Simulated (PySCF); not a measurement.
Se(Br)(NH2) (BrH2NSe), SMILES Br[Se]N.

Geometry optimised at r2SCAN-D4/def2-SVP. One conformer was computed; it need not be the lowest.

Level of theory: B3LYP/def2-TZVPD (PySCF).

Symmetry labels are those of the subgroup Cs that the program uses (full group Cs).

### Question
List the valence orbital energies around the gap with their symmetry. (Estimate from the structure and the level; the computed values follow.)

### Answer

```json
[
 {"orbital": "HOMO−7", "symmetry": "A'", "energy (eV)": "-18.25"},
 {"orbital": "HOMO−6", "symmetry": "A\"", "energy (eV)": "-14.60"},
 {"orbital": "HOMO−5", "symmetry": "A'", "energy (eV)": "-12.47"},
 {"orbital": "HOMO−4", "symmetry": "A'", "energy (eV)": "-10.35"},
 {"orbital": "HOMO−3", "symmetry": "A\"", "energy (eV)": "-8.60"},
 {"orbital": "HOMO−2", "symmetry": "A'", "energy (eV)": "-8.39"},
 {"orbital": "HOMO−1", "symmetry": "A'", "energy (eV)": "-7.96"},
 {"orbital": "HOMO", "symmetry": "A\"", "energy (eV)": "-6.53"},
 {"orbital": "LUMO", "symmetry": "A'", "energy (eV)": "-2.55"},
 {"orbital": "LUMO+1", "symmetry": "A'", "energy (eV)": "-1.01"},
 {"orbital": "LUMO+2", "symmetry": "A'", "energy (eV)": "0.24"},
 {"orbital": "LUMO+3", "symmetry": "A'", "energy (eV)": "0.63"}
]
```
